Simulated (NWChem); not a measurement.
System: C₄H₄O₂; SMILES C#CCC(=O)O

The following NWChem deck was run.

```
start job
memory heap 200 mb stack 900 mb global 1100 mb
geometry units angstroms noautoz
  C      0.279975    -2.520733     0.512490
  C     -0.008132    -1.511017    -0.088173
  C     -0.376765    -0.315499    -0.828849
  C     -0.035383     1.021323    -0.195855
  O     -0.596174     2.043908    -0.481437
  O      0.973390     0.951636     0.671853
  H      0.541381    -3.412137     1.052159
  H      0.118810    -0.318346    -1.816635
  H     -1.457206    -0.293642    -1.038429
  H      1.122128     1.854385     0.994497
end
basis spherical
  * library def2-svp
end
dft
  xc pw6b95
  iterations 150
  mulliken
end
task dft energy
```

Excerpt of the output:

```
             Northwest Computational Chemistry Package (NWChem) 7.3.0
             --------------------------------------------------------

 C1  symmetry detected

                             Geometry "geometry" -> ""
                             -------------------------

 Output coordinates in angstroms (scale by  1.889725989 to convert to a.u.)

  No.       Tag          Charge          X              Y              Z
 ---- ---------------- ---------- -------------- -------------- --------------
    1 C                    6.0000     0.22581747     2.62034480    -0.18265077
    2 C                    6.0000    -0.26581568     1.53142316     0.00675510
    3 C                    6.0000    -0.88787451     0.23678602     0.23194836
    4 C                    6.0000    -0.02700607    -0.99207158     0.00144750
    5 O                    8.0000    -0.48384286    -2.07924025    -0.22457935
    6 O                    8.0000     1.27824171    -0.75094370     0.11798939
    7 H                    1.0000     0.67138436     3.58324572    -0.35137771
    8 H                    1.0000    -1.24178454     0.16715488     1.27656458
    9 H                    1.0000    -1.78417063     0.11073888    -0.39456553
   10 H                    1.0000     1.72865280    -1.59856222    -0.02290270

 Effective nuclear repulsion energy (a.u.)     205.3691584595

                                 NWChem DFT Module
                                 -----------------

 Summary of "ao basis" -> "ao basis" (spherical)
 ------------------------------------------------------------------------------
       Tag                 Description            Shells   Functions and Types
 ---------------- ------------------------------  ------  ---------------------
 C                          def2-svp                 6       14   3s2p1d
 O                          def2-svp                 6       14   3s2p1d
 H                          def2-svp                 3        5   2s1p

            General Information
            -------------------
          SCF calculation type: DFT
          Wavefunction type:  closed shell.
          No. of atoms     :    10
          No. of electrons :    44
           Alpha electrons :    22
            Beta electrons :    22
          Charge           :     0
          Spin multiplicity:     1
          Use of symmetry is: off; symmetry adaption is: off
          Maximum number of iterations: 150
          AO basis - number of functions:   104
                     number of shells:    48
          Convergence on energy requested:  1.00D-06
          Convergence on density requested:  1.00D-05
          Convergence on gradient requested:  5.00D-04

              XC Information
              --------------
                       PW6B95 Method XC Functional
                     Hartree-Fock (Exact) Exchange  0.280
                    PW6B95 GGA Exchange Functional  0.720
                      PW6B95 Correlation Potential  1.000

             Grid Information
             ----------------
          Grid used for XC integration:  medium
          Radial quadrature: Mura-Knowles
          Angular quadrature: Lebedev.
          Tag              B.-S. Rad. Rad. Pts. Rad. Cut. Ang. Pts.
          ---              ---------- --------- --------- ---------
          C                   0.70       49          12.0       434
          O                   0.60       49          13.0       434
          H                   0.35       45          13.0       434
          Grid pruning is: on
          Number of quadrature shells:   474
          Spatial weights used:  Erf1

      Superposition of Atomic Density Guess
      -------------------------------------

 Sum of atomic energies:        -301.87866589

      Non-variational initial energy
      ------------------------------

 Total energy =    -304.999220
 1-e energy   =    -816.900726
 2-e energy   =     306.532347
 HOMO         =      -0.328730
 LUMO         =       0.043162

     ---------------------------------------------
      Total Density - Mulliken Population Analysis
     ---------------------------------------------

    Atom       Charge   Shell Charges
 -----------   ------   -------------------------------------------------------
    1 C    6     6.48   1.99  0.99  0.65  1.98  0.85  0.03
    2 C    6     5.86   1.99  0.97  0.24  1.90  0.72  0.04
    3 C    6     6.04   1.99  0.95  0.08  2.00  1.00  0.03
    4 C    6     5.14   1.99  0.89  0.17  1.45  0.51  0.12
    5 O    8     8.75   1.99  1.13  0.67  3.09  1.85  0.01
    6 O    8     8.45   1.99  1.10  0.61  2.97  1.78  0.01
    7 H    1     0.87   0.63  0.22  0.03
    8 H    1     0.85   0.64  0.19  0.02
    9 H    1     0.87   0.65  0.20  0.02
   10 H    1     0.67   0.53  0.09  0.06

   convergence    iter        energy       DeltaE   RMS-Dens  Diis-err
 ---------------- ----- ----------------- --------- --------- ---------
 d= 0,ls=0.0,diis     1   -305.2078794697 -5.11D+02  2.36D-02  1.21D+00
 d= 0,ls=0.0,diis     2   -304.9910200653  2.17D-01  1.43D-02  3.81D+00
 d= 0,ls=0.0,diis     3   -305.3485138565 -3.57D-01  3.20D-03  1.11D-01
 d= 0,ls=0.0,diis     4   -305.3558067277 -7.29D-03  1.16D-03  3.91D-02
 d= 0,ls=0.0,diis     5   -305.3595962053 -3.79D-03  3.33D-04  1.45D-03
  Resetting Diis
 d= 0,ls=0.0,diis     6   -305.3596920821 -9.59D-05  1.40D-04  5.57D-04
 d= 0,ls=0.0,diis     7   -305.3597607034 -6.86D-05  5.55D-05  1.36D-05
 d= 0,ls=0.0,diis     8   -305.3597585084  2.19D-06  3.47D-05  3.37D-05
 d= 0,ls=0.0,diis     9   -305.3597620636 -3.56D-06  8.35D-06  1.28D-06
 d= 0,ls=0.0,diis    10   -305.3597622168 -1.53D-07  1.98D-06  3.20D-08

         Total DFT energy =     -305.359762216808
      One electron energy =     -821.263379713869
           Coulomb energy =      351.210484265391
    Exchange-Corr. energy =      -40.676025227809
 Nuclear repulsion energy =      205.369158459479

 Numeric. integr. density =       43.999997907095

[...]
```

Level: PW6B95/def2-SVP. Coordinates come from a PBE0/def2-SVP optimisation.
